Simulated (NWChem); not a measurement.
The numbers come from NWChem runs, not from measurements. System: C3H7O, charge 0, spin multiplicity 2, at a geometry optimised with UPBE0/def2-SVP. The structure started from a generated list of species. Its SCF solution wasn't tested for a lower state. Level: UMP2/def2-TZVP, 4 core orbitals frozen.

Input file:

```
start mol
memory heap 200 mb stack 900 mb global 1100 mb
geometry units angstroms nocenter noautoz noautosym
  C     -1.885145    -0.269103     0.173797
  C     -0.537303     0.343821     0.262373
  C      0.631436    -0.198629    -0.478723
  O      1.865498     0.229243     0.034941
  H     -1.833655    -1.370847     0.152742
  H     -2.527745     0.027716     1.017078
  H     -2.422751     0.034716    -0.748520
  H     -0.434608     1.367235     0.642420
  H      0.558537    -1.308063    -0.527040
  H      0.613920     0.139318    -1.536072
  H      1.868390     0.019445     0.975182
end
basis spherical
  * library def2-tzvp
end
scf
  uhf
  nopen 1
  maxiter 100
  thresh 1e-7
  semidirect memsize 60000000 filesize 0
  # guess.movecs holds the orbitals of an unrestricted PBE0 run
  vectors input guess.movecs output mol.movecs
end
mp2
  freeze core 4
end
task mp2 energy
```

Part of the output:

```
             Northwest Computational Chemistry Package (NWChem) 7.3.0
             --------------------------------------------------------

                                NWChem Input Module
                                -------------------

 Scaling coordinates for geometry "geometry" by  1.889725989
 (inverse scale =  0.529177249)

                             Geometry "geometry" -> ""
                             -------------------------

 Output coordinates in angstroms (scale by  1.889725989 to convert to a.u.)

  No.       Tag          Charge          X              Y              Z
 ---- ---------------- ---------- -------------- -------------- --------------
    1 C                    6.0000    -1.88514500    -0.26910300     0.17379700
    2 C                    6.0000    -0.53730300     0.34382100     0.26237300
    3 C                    6.0000     0.63143600    -0.19862900    -0.47872300
    4 O                    8.0000     1.86549800     0.22924300     0.03494100
    5 H                    1.0000    -1.83365500    -1.37084700     0.15274200
    6 H                    1.0000    -2.52774500     0.02771600     1.01707800
    7 H                    1.0000    -2.42275100     0.03471600    -0.74852000
    8 H                    1.0000    -0.43460800     1.36723500     0.64242000
    9 H                    1.0000     0.55853700    -1.30806300    -0.52704000
   10 H                    1.0000     0.61392000     0.13931800    -1.53607200
   11 H                    1.0000     1.86839000     0.01944500     0.97518200

 Effective nuclear repulsion energy (a.u.)     121.9500332298

            Nuclear Dipole moment (a.u.)
            ----------------------------
        X                 Y               Z
 ---------------- ---------------- ----------------
    -0.0000000000    -0.0000037795    -0.0000000000


 Summary of "ao basis" -> "" (spherical)
 ------------------------------------------------------------------------------
       Tag                 Description            Shells   Functions and Types
 ---------------- ------------------------------  ------  ---------------------
[...]
  AO/Fock/Back tols     =   1.0D-09  1.0D-09  1.0D-09

 GA uses MA = F    GA memory limited = T

 Available:
  local mem=  1.26D+08
 global mem=  1.44D+08
 local disk=  0.00D+00
  mp2_memr nvloc                   149
  nvloc new                   149
   1 passes of  13:        6291456                     153025                  87710718.
   1 passes of  13: M    126043522           G      144124088           F     119752066.

 Semi-direct pass number   1 of   1  for UHF alpha       at       94.1s
  vrange nnbf                 13311
  mp2_eaftype                   334  avail_ma_in_mb                  1098
 EAF : mp2_eaftype filesize         334   43855359.
  mp2_eaf for mointskh                    334
Node 0 wrote    206.3 Mb in      0.2 s     Agg I/O rate:  1105.0 Mb/s
 Done moints_semi at      121.5s
  mp2_eaftype                   334  avail_ma_in_mb                   764
 EAF : mp2_eaftype filesize         334   43855359.
  mp2_eaf for kh                   334
 Done maket at      122.9s
 Done multipass loop at      122.9s

 GA uses MA = F    GA memory limited = T

 Available:
  local mem=  1.26D+08
 global mem=  1.44D+08
 local disk=  0.00D+00
  mp2_memr nvloc                   150
  nvloc new                   150
   1 passes of  12:        6291456                     146178                  81510454.
   1 passes of  12: M    126043522           G      144124088           F     119752066.

 Semi-direct pass number   1 of   1  for UHF beta        at      123.0s
  vrange nnbf                 13311
  mp2_eaftype                   310  avail_ma_in_mb                  1098
 EAF : mp2_eaftype filesize         310   40755227.
  mp2_eaf for mointskh                    310
Node 0 wrote    191.7 Mb in      0.3 s     Agg I/O rate:   642.8 Mb/s
 Done moints_semi at      149.7s
  mp2_eaftype                   310  avail_ma_in_mb                   788
 EAF : mp2_eaftype filesize         310   40755227.
  mp2_eaf for kh                   310
 Done maket at      150.9s
 Done multipass loop at      150.9s

          -------------------------------------------
          SCF energy                -192.563718906256
          Correlation energy          -0.715105868665
          Singlet pairs                0.000000000000
          Triplet pairs                0.000000000000
          Total MP2 energy          -193.278824774921
          -------------------------------------------

          ---------------------------------------------------
                    Spin Component Scaled (SCS) MP2
          Same spin pairs                     -0.168612444249
          Same spin scaling factor             0.333333333333
          Opposite spin pairs                 -0.546493424416
          Opposite spin scaling fact.          1.200000000000
          SCS-MP2 correlation energy          -0.711996257382
          Total SCS-MP2 energy              -193.275715163638
          ---------------------------------------------------

 -----------------------
 Performance information
 -----------------------

 Timer overhead =  1.37D-07 seconds/call

               Nr. of calls         CPU time (s)                 Wall time (s)                GFlops
             ---------------    -------------------     ------------------------------   -------------------
Name         Min   Avg   Max    Min     Avg     Max     Min     Avg     Max   Mx/calls   Min     Max     Sum
mp2: moin     2     2     2    54.     54.     54.      54.     54.     54.     27.      0.0     0.0     0.0
mp2: make     2     2     2    2.6     2.6     2.6      2.6     2.6     2.6     1.3      0.0     0.0     0.0
mp2: tota     1     1     1    57.     57.     57.      57.     57.     57.     57.      0.0     0.0     0.0

 The average no. of pstat calls per process was 5.00D+00
 with a timing overhead of 6.83D-07s

 Task  times  cpu:      150.9s     wall:      150.9s

 Total times  cpu:      150.9s     wall:      150.9s
```
